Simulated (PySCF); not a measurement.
PySCF job for SeF2, SMILES F[Se]F, ωB97X-D3(BJ)/def2-TZVP. 

```python
import numpy as np
from pyscf import gto, scf, dft
from pyscf.geomopt import geometric_solver

mol = gto.M(
    atom='''
    Se   -0.00000000    0.00000000    0.42053237
    F     0.00000000    1.31829215   -0.79433893
    F    -0.00000000   -1.31829217   -0.79433891
    ''',
    basis='def2-TZVP',
    charge=0,
    spin=0,
    max_memory=1600,
    verbose=3,
)
mf = dft.RKS(mol, xc='wb97x-d3bj').density_fit(auxbasis='def2-universal-jkfit')
mf.grids.level = 3
mf.conv_tol = 1e-9
mf.max_cycle = 100
mf.kernel()
grad = mf.nuc_grad_method()
grad.grid_response = mol.nao <= 150
conv, mol_eq = geometric_solver.kernel(grad, convergence_set='GAU_TIGHT', maxsteps=100)
print(mol_eq.tostring(format='xyz'))
mf.reset(mol_eq)
mf.kernel()
```

Log of the run:

```
converged SCF energy = -2601.21940570346
[banner and settings of the optimiser left out]
Geometry optimization cycle 1
Cartesian coordinates (Angstrom)
 Atom        New coordinates             dX        dY        dZ
  Se   0.000000   0.000000   0.420532    0.000000  0.000000  0.000000
   F   0.000000   1.318292  -0.794339    0.000000  0.000000  0.000000
   F   0.000000  -1.318292  -0.794339    0.000000  0.000000  0.000000

WARN: Mole.unit (angstrom) is changed to Bohr

converged SCF energy = -2601.21940570347
--------------- DFRKS_Scanner gradients ---------------
         x                y                z
0 Se    -0.0000000000     0.0000000002     0.0445783838
1 F     0.0000000000     0.0213902476    -0.0222891915
2 F    -0.0000000000    -0.0213902480    -0.0222891927
----------------------------------------------
cycle 1: E = -2601.2194057  dE = -2601.22  norm(grad) = 0.0624174
Step    0 : Gradient = 3.604e-02/4.458e-02 (rms/max) Energy = -2601.2194057035
Hessian Eigenvalues: 5.00000e-02 5.00000e-02 5.00000e-02 ... 2.50000e-01 2.66995e-01 2.66995e-01

Geometry optimization cycle 2
Cartesian coordinates (Angstrom)
 Atom        New coordinates             dX        dY        dZ
  Se   0.000000   0.000000   0.381959    0.000000  0.000000 -0.038574
   F  -0.000000   1.288314  -0.775052   -0.000000 -0.029979  0.019287
   F   0.000000  -1.288314  -0.775052    0.000000  0.029979  0.019287
converged SCF energy = -2601.22324155576
--------------- DFRKS_Scanner gradients ---------------
         x                y                z
0 Se     0.0000000000    -0.0000000004     0.0001718892
1 F    -0.0000000000    -0.0002357073    -0.0000859440
2 F    -0.0000000000     0.0002357078    -0.0000859437
----------------------------------------------
cycle 2: E = -2601.22324156  dE = -0.00383585  norm(grad) = 0.000394252
Step    1 : Displace = 3.665e-02/3.857e-02 (rms/max) Trust = 1.000e-01 (=) Grad = 2.276e-04/2.509e-04 (rms/max) E (change) = -2601.2232415558 (-3.836e-03) Quality = 1.053
Hessian Eigenvalues: 5.00000e-02 5.00000e-02 5.00000e-02 ... 2.47922e-01 2.66995e-01 2.69553e-01

Geometry optimization cycle 3
Cartesian coordinates (Angstrom)
 Atom        New coordinates             dX        dY        dZ
  Se  -0.000000   0.000000   0.380807   -0.000000  0.000000 -0.001152
   F  -0.000000   1.290152  -0.774476   -0.000000  0.001838  0.000576
   F  -0.000000  -1.290152  -0.774476   -0.000000 -0.001838  0.000576
converged SCF energy = -2601.22324271118
--------------- DFRKS_Scanner gradients ---------------
         x                y                z
0 Se    -0.0000000000     0.0000000002     0.0000306055
1 F     0.0000000000    -0.0000016695    -0.0000153047
2 F    -0.0000000000     0.0000016707    -0.0000153051
----------------------------------------------
cycle 3: E = -2601.22324271  dE = -1.15541e-06  norm(grad) = 3.756e-05
Step    2 : Displace = 1.708e-03/1.926e-03 (rms/max) Trust = 1.414e-01 (+) Grad = 2.169e-05/3.061e-05 (rms/max) E (change) = -2601.2232427112 (-1.155e-06) Quality = 1.051
Hessian Eigenvalues: 5.00000e-02 5.00000e-02 5.00000e-02 ... 2.32265e-01 2.66995e-01 2.73123e-01

Geometry optimization cycle 4
Cartesian coordinates (Angstrom)
 Atom        New coordinates             dX        dY        dZ
  Se  -0.000000   0.000000   0.380722    0.000000 -0.000000 -0.000085
   F  -0.000000   1.290239  -0.774434    0.000000  0.000088  0.000042
   F   0.000000  -1.290239  -0.774434    0.000000 -0.000088  0.000042
converged SCF energy = -2601.22324271517
--------------- DFRKS_Scanner gradients ---------------
         x                y                z
0 Se     0.0000000000     0.0000000008    -0.0000042537
1 F    -0.0000000000    -0.0000015947     0.0000021308
2 F     0.0000000000     0.0000015935     0.0000021307
----------------------------------------------
cycle 4: E = -2601.22324272  dE = -3.99405e-09  norm(grad) = 5.67945e-06
Step    3 : Displace = 9.335e-05/9.738e-05 (rms/max) Trust = 2.000e-01 (+) Grad = 3.279e-06/4.254e-06 (rms/max) E (change) = -2601.2232427152 (-3.994e-09) Quality = 1.011
Hessian Eigenvalues: 5.00000e-02 5.00000e-02 5.00000e-02 ... 2.36546e-01 2.66995e-01 2.84942e-01

Geometry optimization cycle 5
Cartesian coordinates (Angstrom)
 Atom        New coordinates             dX        dY        dZ
  Se  -0.000000   0.000000   0.380727   -0.000000  0.000000  0.000005
   F  -0.000000   1.290239  -0.774437    0.000000 -0.000000 -0.000003
   F  -0.000000  -1.290239  -0.774436   -0.000000  0.000000 -0.000003
converged SCF energy = -2601.22324271519
--------------- DFRKS_Scanner gradients ---------------
         x                y                z
0 Se    -0.0000000000    -0.0000000004     0.0000018062
1 F    -0.0000000000    -0.0000000690    -0.0000009049
2 F     0.0000000000     0.0000000697    -0.0000009055
----------------------------------------------
cycle 5: E = -2601.22324272  dE = -1.95541e-11  norm(grad) = 2.21603e-06
Step    4 : Displace = 3.540e-06/4.996e-06 (rms/max) Trust = 2.828e-01 (+) Grad = 1.279e-06/1.806e-06 (rms/max) E (change) = -2601.2232427152 (-1.955e-11) Quality = 0.667
Hessian Eigenvalues: 5.00000e-02 5.00000e-02 5.00000e-02 ... 2.36546e-01 2.66995e-01 2.84942e-01
Converged! =D

3
XYZ from PySCF
Se         -0.00000000        0.00000000        0.38072739
F          -0.00000000        1.29023911       -0.77443653
F          -0.00000000       -1.29023916       -0.77443646
converged SCF energy = -2601.22324271519
```

The calculation finished and met its thresholds.

Cost: around 29 core-seconds (rough).
